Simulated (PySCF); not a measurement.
Correlation energy of Cl²⁺ (chlorine, charge +2)

[Ne] 3s2 3p3, high-spin 4S determinant. All numbers are calculated (PySCF 2.14, the non-relativistic Hamiltonian (point nucleus), in 6-31G*). Frozen: [Ne]; 5 electrons correlated.

MP2 pair energies summed by pair of shells (mhartree):

```csv
pair,energy,share (%)
3s-3p,-46.43,65.9
3p-3p,-16.84,23.9
3s-3s,-7.21,10.2
```

Total MP2 correlation energy: -70.48 mhartree.

Same-spin part -18.00 and opposite-spin part -52.48 mhartree; SCS-MP2 scales them by 1/3 and 6/5 to -68.98 mhartree.

| level | correlation energy (mhartree) |
| --- | --- |
| CCSD | -89.33 |
| (T) | -0.81 |
| CCSD(T) | -90.14 |

Diagnostics: T1 = 0.0027, D1 = 0.0069, largest double amplitude 0.058.

Is a single reference adequate?

Yes: T1 lies below 0.03 and no double amplitude reaches 0.07.
